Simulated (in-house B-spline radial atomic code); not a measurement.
Sn⁴⁺. Computed with a B-spline radial atomic code. Model: all-electron spherical atom, spin shells full or empty, radial basis limit, no spin-orbit coupling: exact exchange with a local potential (Slater, KLI or optimised effective potential, whose far tail is KLI's), no correlation.

Exchange potential has not reached -1/r at the last radius.

The run also made RPA and GW results, which its time includes.

The Slater potential averages the orbital exchange potentials with the orbital densities as weights, KLI adds orbital constants, and the optimised effective potential minimises the exact-exchange energy among local potentials. So their energies lie above Hartree-Fock in the order OEP, KLI, Slater. All fall off as −1/r, unlike LDA and GGA exchange.

Command:
```bash
python run_gw.py task.json out
```
Settings (lengths in bohr, energies in hartree):
```
Z                      50
electrons              46
configuration          [Kr] 4d10
hamiltonian            nr
method                 oep
lmax                   9
spin_polarised         False
box_radius             11.96
intervals              74
```

Cost of the run: 6.3 s on 1 thread of Arm Neoverse N1 (shared host).

Given: hamiltonian non-relativistic; mean-field start exchange-only OEP.

Computed: energy above Hartree-Fock 14.452 millihartree; virial ratio -E/T less 1 0.

```
radius (bohr)  r times exchange potential (hartree bohr)
        0.001                                  -0.040784
      0.00124                                  -0.050523
      0.00155                                  -0.063062
      0.00193                                   -0.07834
       0.0024                                  -0.097079
      0.00299                                    -0.1203
      0.00372                                   -0.14848
      0.00463                                   -0.18262
      0.00576                                   -0.22327
      0.00717                                     -0.271
      0.00892                                          ?
       0.0111                                   -0.38457
       0.0138                                   -0.44538
       0.0172                                   -0.50246
       0.0214                                   -0.54473
       0.0266                                   -0.55869
       0.0332                                   -0.53445
       0.0413                                   -0.50735
       0.0514                                          ?
       0.0639                                   -0.72775
       0.0796                                   -0.87646
        0.099                                   -0.96625
        0.123                                   -0.96448
        0.153                                    -0.8851
        0.191                                   -0.97437
        0.238                                    -1.2352
        0.296                                    -1.3943
        0.368                                    -1.3741
        0.458                                     -1.083
         0.57                                   -0.98284
         0.71                                    -1.4158
        0.883                                    -1.6283
          1.1                                    -1.6554
         1.37                                    -1.5326
          1.7                                    -1.3549
         2.12                                    -1.2029
         2.64                                    -1.1093
```

Q: What belongs in the row 0.00892?

A: r times exchange potential (hartree bohr): -0.3252.

Q: What belongs in the row 0.0514?

A: r times exchange potential (hartree bohr): -0.57249.

```tsv
occupied	level (hartree)	Hartree-Fock level (hartree)
1s	-1030	-1042.8
2s	-153.64	-158.51
2p	-143.79	-148.02
3s	-31.175	-33.123
3p	?	?
3d	?	?
4s	-6.4613	-7.0192
4p	-5.1132	-5.4838
4d	-2.8759	-2.8765
```

Q: What belongs in the row 3p?

A: level (hartree): -27.113; Hartree-Fock level (hartree): -28.736.

Q: What belongs in the row 3d?

A: level (hartree): -19.608; Hartree-Fock level (hartree): -20.694.

```tsv
empty	level (hartree)
5s	-1.9388
5p	-1.6
5d	?
6s	-0.97233
4f	-0.92508
```

Q: What belongs in the row 5d?

A: level (hartree): -1.0995.

The highest level, 4d, differs from Hartree-Fock by +0.017 eV and the deepest, 1s, by +349 eV: a local potential can match the highest level but can't give each shell its own exchange.
